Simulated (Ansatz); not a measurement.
Diborane tri Cl (B2H3Cl3). Charge 0, multiplicity 1. Geometry r2SCAN-D4/def2-SVP; atoms count from 1.

Cartesian coordinates in Å:
```
B 0.2627 0.4554 -0.6962
Cl -0.8721 1.0377 -1.9274
Cl 1.9935 0.7807 -0.8354
H 0.0256 -0.8656 -0.4958
B -0.3724 -0.4792 0.7103
Cl 0.7275 -1.0792 1.9629
H -1.5546 -0.6745 0.7607
H -0.2102 0.8246 0.5209
```

Question: Estimate the Mulliken populations from the PBE0/def2-TZVP orbitals of Ansatz.

Answer: 
```
atom  charge (e)
  B1        0.04
 Cl2       -0.10
 Cl3       -0.09
  H4        0.17
  B5       -0.13
 Cl6       -0.12
  H7        0.07
  H8        0.17
```
Mulliken values depend strongly on the basis.

Question: And the Mayer bond orders between heavy atoms (over 0.3)?

Answer: B1–Cl2 1.29 (1.77 Å); B1–Cl3 1.32 (1.77 Å); B1–B5 0.54 (1.80 Å); B5–Cl6 1.27 (1.77 Å).
